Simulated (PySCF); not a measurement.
YCl2, SMILES [Cl][Y+][Cl], charge +1. Atoms are numbered in the order given.

```xyz
3

Y      0.0000     0.0000     0.6156
Cl     0.0000    -1.9499    -0.7061
Cl     0.0000     1.9499    -0.7061
```
Charge +1, spin multiplicity 1.

Geometry: B3LYP-D3(BJ)/def2-TZVP. The multiplicity is an assumed one; other spin states were not compared. The isomer is the one that the SMILES or the coordinates give; other isomers of the formula were not compared. The def2 effective core potentials stand for the cores of Y; spin–orbit coupling is left out.

Computed with PBE/def2-TZVPD in PySCF.

Symmetry labels are those of the subgroup C2v that the program uses (full group C2v).

Computed valence orbital energies around the gap with their symmetry:
```csv
orbital,symmetry,energy (eV)
HOMO−7,A1,-24.55
HOMO−6,B2,-24.38
HOMO−5,A1,-13.71
HOMO−4,B2,-13.48
HOMO−3,A1,-13.04
HOMO−2,A2,-13.00
HOMO−1,B1,-12.88
HOMO,B2,-12.53
LUMO,A1,-8.78
LUMO+1,B1,-8.33
LUMO+2,A1,-8.15
LUMO+3,A2,-7.78
```
